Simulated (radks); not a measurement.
Question: These are the eigenvalues of the occupied orbitals of an atom or ion with whole-number occupations (hartree). Method: Dirac Kohn-Sham, LB94 model potential, spin-unpolarised, spherical densities, finite nucleus; Fermi nuclear charge, rms radius of each element as measured or else 0.836 A^(1/3) + 0.57 fm; computed with a radial shooting solver on a logarithmic mesh with Libxc functionals.

orbital  eigenvalue
1s1/2      -8.46007
2s1/2      -1.35469

Which element is it, and in what charge state? The configuration may be excited. Open shells, if any, fill j = l - 1/2 first.

Answer: Z = 5, boron, charge +2: B2+ in [He] 2s1. The 1s level, -8.4601 hartree, gives Z - s = 4.1 by -(Z - s)^2/2, which with screening and relativity narrows Z to a few neighbours, and the depths must fix Z and the occupations together.
